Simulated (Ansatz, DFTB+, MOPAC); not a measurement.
Species: NO$_{2}$, net charge -1, singlet state. SMILES: [O-]N=O

Atoms: O1, N2, O3. Bonds: O1-N2, N2-O3.

Bond lengths (Å) and angles (degrees) optimised at AM1 with MOPAC; PM7 with MOPAC; MNDO with MOPAC; SCC-DFTB with DFTB+; PBE/6-31G* with Ansatz (a first-principles code); B3LYP/LANL2DZ with Ansatz, each started from the B3LYP-D3(BJ)/def2-TZVP structure (Ansatz) of the last column. A row stands for all coordinates that are equal there. 6-31G* holds six Cartesian d functions. No wavenumbers were computed at MNDO, SCC-DFTB, PBE/6-31G*, B3LYP/LANL2DZ, so these may be saddle points.

```
coordinate    AM1    PM7   MNDO  SCC-DFTB  PBE/6-31G*  B3LYP/LANL2DZ  B3LYP-D3(BJ)/def2-TZVP
----------  -----  -----  -----  --------  ----------  -------------  ----------------------
O1-N2       1.212  1.237  1.215     1.302       1.287          1.322                   1.258
O1-N2-O3    117.3  118.0  116.5     113.7       115.5          115.5                   116.4
```

Mean signed difference of all 2 bond lengths from B3LYP-D3(BJ)/def2-TZVP: AM1 -0.045 Å, PM7 -0.021 Å, MNDO -0.043 Å, SCC-DFTB 0.044 Å, PBE/6-31G* 0.029 Å, B3LYP/LANL2DZ 0.064 Å.
